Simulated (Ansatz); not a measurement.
Geometry optimisation, DFT PBEsol, scalar-relativistic, plane waves, PAW in Ansatz.

Input file:

```yaml
crystal:
  lattice:
    - [8.1, 0.0, 0.0]
    - [0.0, 8.1, 0.0]
    - [0.0, 0.0, 8.1]
  atoms:
    - { symbol: Al, position: [0.5017832, -0.004973, -0.0036756] }
    - { symbol: Al, position: [0.7451603, 0.0014741, 0.2569029] }
    - { symbol: Al, position: [-0.0043381, -0.0011606, 0.0040576] }
    - { symbol: Al, position: [0.2437428, 0.2547246, 0.0001397] }
    - { symbol: Al, position: [0.4988222, 0.4979455, -0.0015346] }
    - { symbol: Al, position: [0.7538656, 0.7455427, 0.0014397] }
    - { symbol: Al, position: [0.253428, 0.0036127, 0.2488765] }
    - { symbol: Al, position: [0.4958128, 0.2533864, 0.2523521] }
    - { symbol: Al, position: [0.7583623, 0.504635, 0.2543883] }
    - { symbol: Al, position: [0.4945492, -0.0015493, 0.4931619] }
    - { symbol: Al, position: [0.7502307, 0.2467444, 0.501751] }
    - { symbol: Al, position: [0.7461751, 0.0013676, 0.7468576] }
    - { symbol: Al, position: [-0.0046092, 0.5036496, 0.0002786] }
    - { symbol: Al, position: [0.2520717, 0.7487354, 6.4e-05] }
    - { symbol: Al, position: [-0.0070435, 0.2519008, 0.2540659] }
    - { symbol: Al, position: [0.2528358, 0.4956431, 0.245183] }
    - { symbol: Al, position: [0.5000942, 0.7531921, 0.2493258] }
    - { symbol: Al, position: [-0.0015307, 0.0036622, 0.5034179] }
    - { symbol: Al, position: [0.2572232, 0.2520781, 0.5043885] }
    - { symbol: Al, position: [0.5057811, 0.5044697, 0.5036119] }
    - { symbol: Al, position: [0.7456711, 0.7436342, 0.4951963] }
    - { symbol: Al, position: [0.2494593, -0.0027348, 0.7463525] }
    - { symbol: Al, position: [0.4949903, 0.2506826, 0.7489353] }
    - { symbol: Al, position: [0.7503004, 0.50357, 0.7459017] }
    - { symbol: Al, position: [0.0010443, 0.757159, 0.2460065] }
    - { symbol: Al, position: [-0.0011482, 0.49835, 0.5016116] }
    - { symbol: Al, position: [0.2508316, 0.7518962, 0.4994901] }
    - { symbol: Al, position: [-0.0016285, 0.2472266, 0.7450696] }
    - { symbol: Al, position: [0.2547622, 0.5002456, 0.7469722] }
    - { symbol: Al, position: [0.4948518, 0.7440381, 0.7544503] }
    - { symbol: Al, position: [0.0037957, 0.7504735, 0.7459809] }
basis:
  ecutwfc: 420.0
kpoints:
  mp_grid: { grid: [2, 2, 2] }
hamiltonian:
  xc: pbesol
  pseudopotentials: { kind: paw, azcp: { folder: soft_1 } }
scf:
  occupations: { method: gaussian, width: 0.1 }
  lower_state_search: "off"
relax:
  f_tol: 0.03
  max_steps: 60
  adjacent_minimum: "off"
```

Command:

```bash
$ ansatz run input.yaml --threads 2 --pin off --max-ram 5120MiB --backend cpu --events-out ev --progress --plain --runs-dir out
```

Task: Where does it end, and by what steps?

Result: The run converged. Limits of this set-up: coarse k mesh, PAW files made for another functional. After 2 steps the energy has fallen by 0.179 eV; Al16 moved furthest, 0.08 Å.

| step | energy less start (eV) | largest force component (eV/Å) | accepted |
| --- | --- | --- | --- |
| 0 | 0.0000 | 0.348 | yes |
| 1 | -0.1684 | 0.081 | yes |
| 2 | -0.1787 | 0.015 | yes |

```xyz
31
Lattice="8.1000 0.0000 0.0000 0.0000 8.1000 0.0000 0.0000 0.0000 8.1000" Properties=species:S:1:pos:R:3
Al 4.034 -0.007 -0.001
Al 6.071 -0.008 2.038
Al 0.006 -0.011 0.000
Al 2.019 2.026 -0.003
Al 4.035 4.064 -0.001
Al 6.073 6.079 -0.003
Al 2.022 -0.014 2.041
Al 4.032 2.028 2.036
Al 6.072 4.065 2.033
Al 4.029 -0.012 4.049
Al 6.073 2.029 4.046
Al 6.072 -0.006 6.061
Al 0.005 4.063 -0.003
Al 2.021 6.078 -0.001
Al 0.006 2.027 2.033
Al 2.021 4.071 2.038
Al 4.030 6.078 2.040
Al 0.014 -0.016 4.048
Al 2.022 2.025 4.047
Al 4.029 4.071 4.048
Al 6.074 6.079 4.048
Al 2.023 -0.015 6.055
Al 4.036 2.027 6.062
Al 6.071 4.064 6.061
Al 0.012 6.076 2.041
Al 0.012 4.068 4.046
Al 2.022 6.079 4.047
Al 0.008 2.024 6.058
Al 2.022 4.069 6.055
Al 4.030 6.078 6.056
Al 0.012 6.076 6.053
```

Time of the run: 32 s on 2 threads of Intel(R) Xeon(R) Platinum 8259CL CPU @ 2.50GHz (Skylake/Cascade Lake), with other jobs on the host, peak memory 1 GiB.
